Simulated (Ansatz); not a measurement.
CuO₂ was relaxed with r2SCAN-D4 (def2-TZVP, def2-TZVPD) in Ansatz in these states: charge -1 singlet, neutral quartet. The geometries follow in no particular order.

A:

```xyz
3

Cu    1.1076    0.5873    0.7649
O    -1.0729   -0.0300   -0.7291
O    -0.0347   -0.5572   -0.0358
```

B:

```xyz
3

Cu   -0.246    0.933    0.902
O     0.562   -0.716   -0.074
O    -0.316   -0.217   -0.828
```

Problem. Judge from the bond lengths which geometry belongs to which state (an estimate).

Solution. A is the charge -1 singlet (Cu1–O3 1.804 Å, O2–O3 1.355 Å); B is the neutral quartet (Cu1–O3 2.079 Å, O2–O3 1.261 Å).

At r2SCAN-D4/def2-TZVPD the highest occupied level of the relaxed charge -1 singlet lies above zero (up to 1.32 eV). The electron is either unbound and held by the finite basis, or the level is raised by self-interaction error. This restricted singlet of an open-shell metal (gap down to 0.22 eV) wasn't tested against broken symmetry. At PBE0-D4/def2-TZVP a doublet lies 0.73 eV below the neutral quartet. These are the stationary points nearest to one start from a short search; other shapes may lie lower in each state.
